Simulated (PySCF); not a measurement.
Excited states of Cl(7+) (chlorine, charge +7)

Ground state [Ne], ¹S. All numbers are calculated (PySCF 2.14, scalar relativity by spin-free X2C-1e, in x2c-SVPall with two added diffuse shells each of s, p type (6s5p1d, 26 functions)). Vertical excitation energies in eV without spin-orbit coupling; excited terms of each kind are numbered among those the solver found. Frozen: 1s2.

```json
{"term": "1 3P°", "leading excitation": "2p → s", "EOM-EE-CCSD": "211.88"}
{"term": "1 1P°", "leading excitation": "2p → s", "EOM-EE-CCSD": "213.17"}
{"term": "1 3S", "leading excitation": "2p → p", "EOM-EE-CCSD": "225.11"}
{"term": "1 3D", "leading excitation": "2p → p", "EOM-EE-CCSD": "227.36"}
{"term": "1 1D", "leading excitation": "2p → p", "EOM-EE-CCSD": "228.19"}
{"term": "1 1P", "leading excitation": "2p → p", "EOM-EE-CCSD": "228.55"}
{"term": "1 3P", "leading excitation": "2p → p", "EOM-EE-CCSD": "228.56"}
{"term": "1 1S", "leading excitation": "2p → p", "EOM-EE-CCSD": "236.01"}
{"term": "2 3P°", "leading excitation": "2p → d", "EOM-EE-CCSD": "260.86"}
{"term": "1 3F°", "leading excitation": "2p → d", "EOM-EE-CCSD": "261.38"}
{"term": "1 1F°", "leading excitation": "2p → d", "EOM-EE-CCSD": "261.46"}
{"term": "2 1P°", "leading excitation": "2p → d", "EOM-EE-CCSD": "261.57"}
{"term": "2 3D", "leading excitation": "2p → p", "EOM-EE-CCSD": "286.23"}
{"term": "2 1D", "leading excitation": "2p → p", "EOM-EE-CCSD": "286.43"}
```

The solver can miss terms.
